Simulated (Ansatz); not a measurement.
Steps of a relaxation of Br₄Hf (`[Br][Hf]([Br])([Br])[Br]`) with RKS PBE-D4/def2-SVP.

```sh
$ ansatz run in.yaml --threads 2 --pin off --events-out ev --progress --plain --max-ram 32768MiB --backend cpu
```

```yaml
crystal:
  periodic: [false, false, false]
  atoms:
    - {symbol: Br, position_ang: [-1.226300, -0.876300, 2.393000]}
    - {symbol: Hf, position_ang: [-0.039500, 0.020100, -0.385100]}
    - {symbol: Br, position_ang: [2.596000, -0.740400, 0.654000]}
    - {symbol: Br, position_ang: [-1.847600, -1.254300, -2.138400]}
    - {symbol: Br, position_ang: [0.567300, 2.777300, -0.565000]}
basis:
  gaussian: {orbitals: def2-SVP}
hamiltonian: {xc: pbe, dispersion: d4}
relax: {f_tol: 0.03, max_steps: 200}
```

Positions (Å) and forces (eV/Å) along the path, 6 of 6 steps:

```xyz
5
step=1 energy=-281421.4261 eV
Br   -1.226   -0.876    2.393    0.906    0.931   -2.514
Hf   -0.040    0.020   -0.385    0.547   -0.043    2.229
Br    2.596   -0.740    0.654   -2.508    0.553   -1.313
Br   -1.848   -1.254   -2.138    1.866    1.240    1.535
Br    0.567    2.777   -0.565   -0.811   -2.681    0.063
5
step=2 energy=-281423.3710 eV
Br   -1.185   -0.822    2.267    0.920    0.961   -2.418
Hf   -0.023    0.020   -0.293    0.274   -0.390    2.211
Br    2.460   -0.718    0.574   -2.015    0.402   -1.068
Br   -1.712   -1.167   -2.029    1.462    0.922    1.169
Br    0.510    2.613   -0.559   -0.641   -1.896    0.107
5
step=3 energy=-281424.7923 eV
Br   -1.119   -0.748    2.097    0.452    0.654   -1.271
Hf   -0.015   -0.009   -0.157   -0.491   -0.162    0.819
Br    2.327   -0.698    0.503   -0.556   -0.079   -0.526
Br   -1.605   -1.105   -1.941    1.057    0.561    0.820
Br    0.463    2.486   -0.543   -0.463   -0.974    0.158
5
step=4 energy=-281425.2256 eV
Br   -1.148   -0.595    2.079    0.136    0.281   -0.456
Hf   -0.020   -0.010   -0.097   -0.141   -0.035    0.342
Br    2.299   -0.820    0.347   -0.204   -0.084   -0.264
Br   -1.420   -1.104   -1.906    0.444    0.233    0.312
Br    0.338    2.454   -0.465   -0.235   -0.395    0.065
5
step=5 energy=-281425.3517 eV
Br   -1.200   -0.459    2.101   -0.014    0.036   -0.011
Hf    0.001   -0.013   -0.027   -0.001   -0.019    0.038
Br    2.290   -0.947    0.193    0.000   -0.032   -0.047
Br   -1.247   -1.087   -1.893    0.053    0.020    0.017
Br    0.205    2.433   -0.416   -0.038   -0.006    0.002
5
step=6 energy=-281425.3558 eV
Br   -1.216   -0.431    2.110   -0.002    0.003    0.001
Hf    0.009   -0.015   -0.009    0.000   -0.001    0.001
Br    2.292   -0.977    0.158    0.002   -0.004   -0.003
Br   -1.210   -1.082   -1.892    0.003    0.000    0.000
Br    0.175    2.431   -0.409   -0.003    0.002    0.001
```

Run time 36 s (2 threads of an AMD EPYC 7R13 on a shared host); peak host memory 0.31 GiB.
